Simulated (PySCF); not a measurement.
# Radial density of Al⁺ (aluminium, charge +1)

TPSS, [Ne] 3s2, closed-shell 1S. All numbers are calculated (PySCF 2.14, the non-relativistic Hamiltonian (point nucleus), in aug-cc-pV(Q+d)Z (7s6p5d3f2g, 89 functions)).

| r (bohr) | 4πr²ρ (e/bohr) |
| --- | --- |
| 0.00198 | 0.06553 |
| 0.00333 | 0.1791 |
| 0.00560 | 0.4775 |
| 0.00941 | 1.224 |
| 0.0158 | 2.931 |
| 0.0266 | 6.273 |
| 0.0448 | 11.13 |
| 0.0754 | 14.53 |
| 0.127 | 12.12 |
| 0.213 | 8.450 |
| 0.359 | 11.69 |
| 0.603 | 10.78 |
| 1.01 | 3.257 |
| 1.71 | 1.081 |
| 2.87 | 0.6381 |
| 4.83 | 0.04858 |
| 8.12 | 0.0001960 |
